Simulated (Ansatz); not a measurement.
Species: BHCl, charge 0, doublet. BHCl (SMILES [BH]Cl, doublet).
B3LYP-D3(BJ)/def2-TZVP minimum from Ansatz (a first-principles code):
```xyz
3

B     -1.1616     0.4363     0.0257
Cl     0.4653    -0.1115    -0.0041
H     -2.1022    -0.2864    -0.0582
```
Charge 0, spin multiplicity 2.

Total energies in hartree (Ansatz). UHF or UKS for unpaired electrons; spin-orbit terms are left out. Cores are frozen in correlated methods. No relativity. Where a partner has so few electrons that a lower coupled-cluster level is exact, that level stands in.

| species | HF/cc-pV(T+d)Z | CCSD(T)/cc-pV(T+d)Z | HF/cc-pV(Q+d)Z | CCSD(T)/cc-pV(Q+d)Z | CCSDT(Q)/cc-pV(Q+d)Z |
|---|---|---|---|---|---|
| 1: BHCl (SMILES [BH]Cl, doublet) | -484.75890 | -485.06291 | -484.76408 | -485.09197 | -485.09355 |
| 2: B (doublet) | -24.53207 | -24.59810 | -24.53297 | -24.60084 | -24.60125 |
| 3: Cl (doublet) | -459.48556 | -459.67356 | -459.48916 | -459.69449 | -459.69547 |
| 4: H (doublet) | -0.49981 | -0.49981 | -0.49995 | -0.49995 | -0.49995 |

Task: Work out the atomisation energy (electronic, to ground-state atoms) in kcal/mol: take Hartree-Fock from cc-pV(Q+d)Z, extrapolate the CCSD(T) correlation energy as X^-3 (X = 3, 4), and add CCSDT(Q) - CCSD(T) in cc-pV(Q+d)Z. 1 hartree = 627.51 kcal/mol.

Result: 
Species 1: correlation (64·(-0.32789) - 27·(-0.30401))/37 = -0.34532; step -0.00158; E1 = -484.76408 + (-0.34532) + (-0.00158) = -485.11098
Species 2: correlation (64·(-0.06787) - 27·(-0.06603))/37 = -0.06921; step -0.00041; E2 = -24.53297 + (-0.06921) + (-0.00041) = -24.60259
Species 3: correlation (64·(-0.20533) - 27·(-0.18800))/37 = -0.21798; step -0.00098; E3 = -459.48916 + (-0.21798) + (-0.00098) = -459.70812
Species 4: correlation (64·(0.00000) - 27·(0.00000))/37 = 0.00000; step +0.00000; E4 = -0.49995 + (0.00000) + (+0.00000) = -0.49995
-1·E1 +1·E2 +1·E3 +1·E4 = 0.30032 hartree = 188.5 kcal/mol.
